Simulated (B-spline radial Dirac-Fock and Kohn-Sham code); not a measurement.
## Kr²⁶⁺: scattering cross sections and density moments

System: krypton as Kr²⁶⁺, configuration [He] 2s2 2p6.

Input of the calculation (task.json; shells as n, l, electrons):

```json
{"items": [{
  "Z": 36,
  "q": 26,
  "cfg": [[1, 0, 2], [2, 0, 2], [2, 1, 6]],
  "A": 84,
  "rrms": 4.1884,
  "do": ["scatter"],
  "s": [0.0, 0.05, 0.1, 0.15, 0.2, 0.25, 0.3, 0.35, 0.4, 0.45, 0.5, 0.6, 0.7, 0.8, 0.9, 1.0, 1.1, 1.2, 1.4, 1.6, 1.8, 2.0, 2.5, 3.0, 3.5, 4.0, 5.0, 6.0],
  "pz": [0, 0.1, 0.14, 0.2, 0.28, 0.39, 0.54, 0.76, 1.1, 1.5, 2.1, 3.0, 4.2, 5.8, 8.2, 12.0, 16.0, 23.0, 32.0, 45.0, 63.0],
  "hv_scatter": [2000, 5000, 10000, 17479.3, 20000, 30000, 50000, 200000]
}]}
```

Run with: `python xray_run.py task.json out`

These are calculated numbers from a B-spline atomic structure program; the model is relativistic Hartree-Fock (Dirac-Fock) wave functions, averaged over the configuration.

```
Sum of ⟨r⟩                          : 1.379 bohr
Sum of ⟨r²⟩                         : 0.2582 bohr²
Sum of ⟨1/r⟩                        : 139.28 per bohr
Langevin diamagnetic susceptibility : -0.205 × 10⁻⁶ cm³/mol
Lamb shielding (α²/3)Σ⟨1/r⟩         : 2472 ppm
```

Coherent scattering is the Thomson cross section weighted by f₀², without anomalous dispersion; incoherent scattering is Klein-Nishina weighted by S. The Lamb formula is the non-relativistic shielding expression. Electron correlation is left out. A dash stands where the photon energy is too low for the impulse approximation behind that column.

```
hν (keV)  coherent (b)  incoherent (b)  incoherent per electron (b)
       2         66.20               –                            –
       5         64.52               –                            –
      10         59.06               –                            –
 17.4793         47.56           1.073                        0.107
      20         43.52           1.310                        0.131
      30         29.77           2.162                        0.216
      50         15.04           3.185                        0.318
     200         1.519           3.685                        0.369
```

Incoherent scattering overtakes coherent scattering between 50 and 200 keV.
